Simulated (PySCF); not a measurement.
Gas-phase reaction: Ge2O2 + 2 Cl2 = GeCl4 + GeO2. Level: ωB97M-V/def2-TZVP†; standard pressure 1 bar.

Energies from PySCF, thermal terms from the rigid-rotor harmonic-oscillator model, ideal gas at 1 bar. † marks an energy on the PBE0/def2-TZVP geometry and frequencies. All species are closed-shell singlets. Ge: all electrons, no relativistic terms. Ge2O2, GeO2: computed as isolated molecules; such fragments, hydroxides, amides, oligomers or adducts are transient or little studied in the gas. The harmonic model lacks anharmonicity and excited electronic states, which grow with temperature; levels with a mode under 35 cm⁻¹ are left out.

```
T (K)  1000/T (1/K)  log10 K
-----  ------------  -------
1000         1.0000     7.52
1200         0.8333     5.09
1400         0.7143        ?
1600         0.6250     2.09
1800         0.5556     1.11
2000         0.5000     0.33
```

**Question.** Fit log10 K = a + b·(1000/T) to the five rows, get the mean ΔH° and ΔS°, and predict log10 K at 1400 K.

**Answer.** Means: 1000/T = 0.7028, log10 K = 3.228. Sums of products about the means: Sxy = 2.50659, Sxx = 0.174207, so b = Sxy/Sxx = 14.39 and a = 3.228 − (14.39)×0.7028 = -6.89.
ΔH° = −R ln 10 × 1000 K × b = −19.145 × (14.39) = -275 kJ; ΔS° = R ln 10 × a = -132 J/K. The run's own values go from -280 kJ and -136 J/K at 1000 K to -268 kJ and -128 J/K at 2000 K.
Prediction at 1400 K: -6.89 + (14.39)×0.7143 = 3.39. The computed value is 3.37, 0.02 from the line.
For scale, ΔH°(298 K) is -288 kJ at this level, -316 kJ at ωB97X-V/def2-TZVP†, and runs from -430 to -225 kJ over the 20 levels computed.
